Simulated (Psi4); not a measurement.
Psi4 input (wB97X-D/6-31G*):

```
memory 1500 MB

molecule {
0 2
C    -0.69264900   -1.45840400    0.52090700
C     0.17884600   -0.25153700    0.14776800
C     0.69344200    0.42770200    1.42888000
C     1.36999900   -0.71126300   -0.70374500
Si   -0.86032500    1.02308400   -0.82485500
H    -1.06401800   -1.97694600   -0.36530200
H    -1.55436400   -1.16381600    1.12389700
H    -0.10919200   -2.17636400    1.10668600
H     1.29485900   -0.28233000    2.00865100
H     1.32490000    1.28993700    1.20568000
H    -0.12591500    0.76441600    2.06706900
H     2.00859600    0.12677500   -0.99153100
H     1.98634500   -1.41730900   -0.13749300
H     1.04315500   -1.21367700   -1.61638900
H    -0.03214300    2.20459600   -1.19983500
H    -2.02550000    1.48255400   -0.01632400
symmetry c1
no_reorient
no_com
}

set {
  basis 6-31G*
  reference uks
  scf_type pk
  dft_radial_points 99
  dft_spherical_points 590
  e_convergence 1e-8
  d_convergence 1e-7
  maxiter 150
}

e = energy('wb97x-d')
print_out(f'\nFINAL {e:.10f} DIPOLE {variable("CURRENT DIPOLE")[0]:.6f} {variable("CURRENT DIPOLE")[1]:.6f} {variable("CURRENT DIPOLE")[2]:.6f}\n')
```

From the output:

```
              A
    DOCC [    24 ]
    SOCC [     1 ]
    NA   [    25 ]
    NB   [    24 ]

  @UKS Final Energy:  -448.42187687613705

   => Energetics <=

    Nuclear Repulsion Energy =            237.0171987774884883
    One-Electron Energy =               -1083.8621601616155203
    Two-Electron Energy =                 430.9797518746932496
    DFT Exchange-Correlation Energy =     -32.5474503702529105
    Empirical Dispersion Energy =          -0.0092169964503164
    VV10 Nonlocal Energy =                  0.0000000000000000
    Total Energy =                       -448.4218768761370484

  UHF NO Occupations:
  HONO-2 :   23  A 1.9998989
  HONO-1 :   24  A 1.9994124
  HONO-0 :   25  A 1.0000000
  LUNO+0 :   26  A 0.0005876
  LUNO+1 :   27  A 0.0001011
  LUNO+2 :   28  A 0.0000845
  LUNO+3 :   29  A 0.0000322

Computation Completed

Properties will be evaluated at   0.000000,   0.000000,   0.000000 [a0]

Properties computed using the SCF density matrix

 Multipole Moments:

 ------------------------------------------------------------------------------------
     Multipole            Electronic (a.u.)      Nuclear  (a.u.)        Total (a.u.)
 ------------------------------------------------------------------------------------

 L = 1.  Multiply by 2.5417464519 to convert [e a0] to [Debye]
 Dipole X            :          0.2016094            0.0000019            0.2016113
 Dipole Y            :         -0.2427661            0.0000000           -0.2427661
 Dipole Z            :          0.1914616           -0.0000019            0.1914597
 Magnitude           :                                                    0.3691061

 ------------------------------------------------------------------------------------

FINAL -448.4218768761 DIPOLE 0.201611 -0.242766 0.191460

*** Psi4 exiting successfully. Buy a developer a beer!
```

The geometry given is a B3LYP-D3(BJ)/def2-TZVP minimum.
